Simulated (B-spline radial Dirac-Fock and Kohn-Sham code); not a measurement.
Two-hole binding energies of Co³⁺

System: cobalt as Co³⁺ in the configuration [Ar] 3d6.

Level of theory: ΔSCF Dirac-Fock with Breit, self-energy and vacuum polarisation, finite nucleus, configuration average; an atomic code on a B-spline grid. U is the two-hole binding energy less the two single-hole energies, the effective repulsion of the holes after relaxation. Each two-hole energy is an average over J within one jj subconfiguration.

```tsv
holes	E(a) (eV)	E(b) (eV)	E(ab) (eV)	U (eV)
1s⁻¹ 2p3/2⁻¹	7766.2	838.1	?	?
1s⁻¹ 3p1/2⁻¹	7766.2	118.5	7915.4	30.8
2s⁻²	986.7	986.7	2036.8	63.4
2s⁻¹ 2p1/2⁻¹	986.7	852.6	1897.1	57.8
2s⁻¹ 2p3/2⁻¹	986.7	838.1	1882.2	57.4
2p1/2⁻¹ 2p3/2⁻¹	852.6	838.1	1760.1	69.4
2p3/2⁻²	838.1	838.1	1746.9	70.6
2s⁻¹ 3p1/2⁻¹	986.7	118.5	1132.9	27.7
2s⁻¹ 3p3/2⁻¹	986.7	116.6	1130.8	27.5
2p1/2⁻¹ 3s⁻¹	852.6	160.6	1041.6	28.3
2p3/2⁻¹ 3p1/2⁻¹	838.1	118.5	985.0	28.3
3p1/2⁻²	118.5	118.5	261.8	24.9
3p1/2⁻¹ 3p3/2⁻¹	118.5	116.6	258.3	23.2
3p3/2⁻²	116.6	116.6	256.8	23.6
```

Problem. Give the missing two-hole energy and U.

Solution. E(ab) = 8703.7 eV and U = 99.4 eV.

Values without a named source are computed, but for edge energies of neutral atoms, which are taken from tables.
